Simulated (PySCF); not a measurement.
## Ionisation energy of I by level of theory

I [Kr] 4d10 5s2 5p5 (2P) → I⁺ [Kr] 4d10 5s2 5p4 (3P), as a difference of total energies. All numbers are calculated (PySCF 2.14, scalar relativity by spin-free X2C-1e, in ANO-RCC-VTZP). Correlated levels: valence: [Kr] 4d10 frozen; valence and next inner shell: [Ar] 3d10 frozen. The calculations carry no spin-orbit coupling.

Problem. Order these methods by the ionisation energy they give, lowest first.
A. M06
B. PBEsol
C. UHF
D. PBE

Solution. C (9.556 eV), A (10.379 eV), D (10.540 eV), B (10.563 eV).

A first-order spin-orbit estimate (lowest level to lowest level, LS coupling) adds -0.036 eV.

Errors of the correlated levels include the incompleteness of this basis and the frozen core.

For comparison: 10.451 eV (measured; NIST Atomic Spectra Database, ionization energies).
